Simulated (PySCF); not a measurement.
CH5GaO, SMILES [CH3][GaH][OH].

The structure is a stationary point at PBE0-D3(BJ)/def2-SVP. Other conformers were not sampled.

Method: C-PCM-PBE0/def2-SVP in PySCF 2.14.0.

The values are the electrostatic part of the solvation free energy, E(continuum) − E(gas) at the gas-phase geometry, in a cavity of scaled van der Waals radii (PySCF's table); cavitation and dispersion terms are not included. A continuum can't describe solvent molecules that bind to the metal. In vacuum the orbital gap is 7.45 eV. The dipole moment in vacuum is 1.10 D.

Problem. Estimate the values in water (ε = 78.36), acetone (ε = 20.49), ethanol (ε = 24.85). (The exact figures need the calculation; the answer reports its results.)

Solution. 
```csv
solvent,ε,ΔG(elec) (kcal/mol),dipole (D),gap (eV)
water,78.36,-5.4,1.40,7.66
acetone,20.49,-5.2,1.39,7.65
ethanol,24.85,-5.2,1.39,7.66
```
